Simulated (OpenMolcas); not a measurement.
Ti2+ (d2) among equal point charges was computed by CASSCF with the d shell active (OpenMolcas, ANO-RCC-VDZP on the metal). Its lowest spin-free states, and all those of the highest spin:

```json
{"2S+1": "3", "Degeneracy": "1", "E (cm-1)": "0.0"}
{"2S+1": "3", "Degeneracy": "3", "E (cm-1)": "7497"}
{"2S+1": "1", "Degeneracy": "2", "E (cm-1)": "11421"}
{"2S+1": "3", "Degeneracy": "3", "E (cm-1)": "12814"}
{"2S+1": "1", "Degeneracy": "1", "E (cm-1)": "18989"}
{"2S+1": "1", "Degeneracy": "3", "E (cm-1)": "19306"}
{"2S+1": "3", "Degeneracy": "3", "E (cm-1)": "23171"}
{"2S+1": "1", "Degeneracy": "3", "E (cm-1)": "23270"}
{"2S+1": "1", "Degeneracy": "2", "E (cm-1)": "30744"}
{"2S+1": "1", "Degeneracy": "3", "E (cm-1)": "31091"}
{"2S+1": "1", "Degeneracy": "1", "E (cm-1)": "51991"}
```

Problem. Is the site octahedral, tetrahedral or cube-like, axial, or of lower symmetry?

Solution. The states with 2S+1 = 3 have orbital degeneracies 1, 3, 3, 3. Threefold states need a cubic site. For d2 at this spin an octahedron puts the threefold T1 below the threefold T2 and a tetrahedron or cube puts the single A2 below the threefold T2, so the site is a tetrahedron or a cube, which this pattern cannot tell apart. The first gap at this spin, 7500 cm-1, is |10Dq| in ligand-field theory. The run had Ti2+ among 8 point charges of -1.5 e arranged as a cube (Oh), 2.08 Å from the ion.

Without dynamic correlation the repulsion within the d shell is too large (B by tens of per cent), so at a given field states of lower spin stand too high. This is an electrostatic model: the charges have no orbitals. No measured value stands beside these numbers.
